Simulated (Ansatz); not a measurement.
Cl$_{4}$Sn, triplet, at a GFN2-xTB geometry (such geometries of metal compounds can be far from the true shape) (a higher spin typed on purpose: for a closed-shell molecule this is an excited state) (core potentials on Sn). Base run: Ansatz (a quantum-chemistry and plane-wave program) with HF/def2-SVP.

Input for Ansatz:
Ansatz 0.2 input:
```yaml
crystal:
  periodic: [false, false, false]
  atoms:
    - {symbol: Cl, position_ang: [-1.97670577, -0.92687362, -1.30496980]}
    - {symbol: Sn, position_ang: [0.00000000, -0.00000000, -0.00000000]}
    - {symbol: Cl, position_ang: [-0.34782266, 2.48534333, 0.41411896]}
    - {symbol: Cl, position_ang: [2.13586910, -0.34597088, -1.33707664]}
    - {symbol: Cl, position_ang: [0.18865933, -1.21249883, 2.22792748]}
basis:
  gaussian:
    orbitals: def2-SVP
hamiltonian:
  xc: hf
magnetization: {spin_polarized: true, initial_magnetization: 2}
```

The base run was repeated with changes; each row names its change, and settings that it needs were set with it.

```csv
change,basis functions,E (Eh),core-seconds (rough),outcome
base,98,-2050.79208,40,converged
basis = def2-TZVPD,-,-,-,cut at the time limit
basis = def2-TZVPP,-,-,-,cut at the time limit
basis = STO-3G,63,-7781.67671,80,converged
basis = 3-21G,85,-7825.94551,100,converged
basis = def2-SVPD,140,-2050.82542,80,converged
basis = def2-TZVP,198,-2051.42866,200,converged
```

Totals compare only among sets that treat the same electrons; sets with core potentials leave the core out.
